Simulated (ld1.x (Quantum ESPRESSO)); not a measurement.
**argon (Ar), ultrasoft: configuration errors across variants**

```
Element                 : Ar (Z = 18)
Generator               : ld1.x (Quantum ESPRESSO) 7.5
Type                    : ultrasoft
Functional              : LDA (PZ)
Relativity              : non-relativistic
Frozen core             : [Ne]
Valence charge          : 8
Reference configuration : 3s2 3p6
Partial waves           : 3s (bound): rcut 1.00, rcutus 1.15 bohr; 3s channel at -1.1 Ry: rcut 1.00, rcutus 1.15 bohr; 3p (bound): rcut 0.90, rcutus 1.05 bohr; 3p channel at 1.8 Ry: rcut 0.90, rcutus 1.05 bohr
Local potential         : all-electron potential smoothed inside 1.15 bohr (lloc = -1)
Core correction         : none
Augmentation charge     : PSQ, inside the norm-conserving radii
```

All-electron excitation energies from the reference (eV): (1) 3s2 3p5 16.174; (2) 3s2 3p4 44.920; (3) 3s2 3p3 87.576; (4) 3s2 3p2 145.288; (5) 3s1 3p6 30.380; (6) 3s2 3p5.5 6.609; (7) 3s2 3p5 spin 15.949; (8) 3s2 3p4 spin 43.877.

Spin tests fill each open shell by Hund’s rule, majority spin first.

Errors AE − PS in meV (a dash: test not solved or not reliable):

| change | (1) | (2) | (3) | (4) | (5) | (6) | (7) | (8) | bound ghosts |
| --- | --- | --- | --- | --- | --- | --- | --- | --- | --- |
| base | +1.3 | +10 | +40 | +119 | +2.9 | +0.3 | +29 | +150 | none |
| wave 3s channel at -1.1 Ry: rcut 1.00, rcutus 1.15 bohr becomes 3s channel at -1.66 Ry: rcut 1.00, rcutus 1.15 bohr | +1.3 | +10 | +40 | +119 | +2.9 | +0.3 | +29 | +150 | none |
| wave 3s channel at -1.1 Ry: rcut 1.00, rcutus 1.15 bohr becomes 3s channel at -1.56 Ry: rcut 1.00, rcutus 1.15 bohr | +1.3 | +10 | +40 | +119 | +2.9 | +0.3 | +29 | +150 | none |
| wave 3s channel at -1.1 Ry: rcut 1.00, rcutus 1.15 bohr becomes 3s channel at -1.46 Ry: rcut 1.00, rcutus 1.15 bohr | +1.3 | +10 | +40 | +119 | +2.9 | +0.3 | +29 | +150 | none |
| wave 3s channel at -1.1 Ry: rcut 1.00, rcutus 1.15 bohr becomes 3s channel at -1.16 Ry: rcut 1.00, rcutus 1.15 bohr | +1.3 | +10 | +40 | +119 | +2.9 | +0.3 | +29 | +150 | none |
| wave 3s channel at -1.1 Ry: rcut 1.00, rcutus 1.15 bohr becomes 3s channel at -0.97 Ry: rcut 1.00, rcutus 1.15 bohr | +1.3 | +10 | +40 | +119 | +2.9 | +0.3 | +29 | +150 | none |
| wave 3s channel at -1.1 Ry: rcut 1.00, rcutus 1.15 bohr becomes 3s channel at -0.13 Ry: rcut 1.00, rcutus 1.15 bohr | +1.3 | +10 | +41 | +120 | +2.9 | +0.3 | +29 | +150 | none |
| wave 3s channel at -1.1 Ry: rcut 1.00, rcutus 1.15 bohr becomes 3s channel at 1.94 Ry: rcut 1.00, rcutus 1.15 bohr | +1.3 | +10 | +41 | +121 | +3.0 | +0.3 | +29 | +151 | none |
| wave 3s channel at -1.1 Ry: rcut 1.00, rcutus 1.15 bohr becomes 3s channel at 4.17 Ry: rcut 1.00, rcutus 1.15 bohr | +1.3 | +11 | +42 | +123 | +3.0 | +0.3 | +29 | +151 | none |

Q: Give the same row for: wave 3s channel at -1.1 Ry: rcut 1.00, rcutus 1.15 bohr becomes 3s channel at 0.61 Ry: rcut 1.00, rcutus 1.15 bohr.

A: +1.3, +10, +41, +120, +3.0, +0.3, +29, +150; bound ghosts: none.
